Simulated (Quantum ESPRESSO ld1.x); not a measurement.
Results of a calculation; reference values are marked as such.
Question: The mean radii <r> (bohr) of the occupied orbitals of an atom or ion are listed with their occupations. Level of theory: scalar-relativistic Kohn-Sham, LDA (Slater exchange, Perdew-Wang correlation), spin-polarised, spherical densities, point nucleus (ld1.x of Quantum ESPRESSO 7.5).

orbital  occ.      <r>
1s up       1  0.02192
1s down     1  0.02192
2s up       1  0.09309
2s down     1  0.09307
2p up       3  0.08212
2p down     3  0.08210
3s up       1   0.2386
3s down     1   0.2387
3p up       3   0.2356
3p down     3   0.2357
3d up       5   0.2120
3d down     4   0.2121

Name the element and its charge. Open shells, if any, are filled with parallel spins first.

Answer: Z = 64, gadolinium, charge +37: Gd37+ in [Ar] 3d9. The 1s radius gives Z: for a bare nucleus <r> = (2 gamma + 1)/(2Z) with gamma = sqrt(1 - (Z/c)^2), 0.02163 bohr for Z = 64, and screening makes it slightly larger (0.02192 here). The occupations add up to 27, and the charge is Z minus that.
